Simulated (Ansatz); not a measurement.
Computed with Ansatz on PBE0-D4/def2-TZVP structures; ΔE is electronic, products minus reactants. CCSD(T)/CBS adds triple-zeta CCSD(T) − MP2 to the extrapolated MP2 energy (def2 sets, frozen cores). This one scheme is used for every species. Functionals use def2-TZVPP. HSE06 is defined as in plane-wave codes. Each species was taken in one conformer, which may not be the lowest.

Reaction (formal exchange of groups at a C–O bond): `OC(O)(S)S` + SiH₄ → `OC([SiH3])(S)S` + H₂O

```csv
level,ΔE (kcal/mol),difference from CCSD(T)/CBS
LDA (SPW92),-3.7,4.4
PBE0-D4,-6.1,2.0
r2SCANh-D4,-4.9,3.2
BHLYP-D4,-5.2,2.9
ωB97M-V,-5.4,2.7
PBE,-4.8,3.3
revPBE,-4.7,3.4
r2SCAN,-4.3,3.8
PBE0,-4.7,3.4
r2SCANh,-4.4,3.7
r2SCAN0,-4.6,3.5
HSE06,-4.8,3.3
BHLYP,-2.7,5.4
HF/def2-SVP,3.3,11.4
MP2/def2-SVP,-1.1,7.0
HF/def2-TZVPP,-0.2,7.9
CCSD(T)/CBS,-8.1,0
```

Largest T1 diagnostic among the species: 0.013.

In def2-TZVPP, CCSD(T) changes the Hartree–Fock value by −5.8 kcal/mol (the triples alone add −0.6 kcal/mol) and MP2 by −8.1 kcal/mol. The D4 term adds −2.4 kcal/mol with B3LYP and −1.3 kcal/mol with PBE0; it sums over pairs of atoms, weighted by their polarisabilities, and B3LYP, whose exchange is more repulsive, gets the larger term.

B3LYP here is the variant with VWN-RPA as its local correlation; programs differ in this.
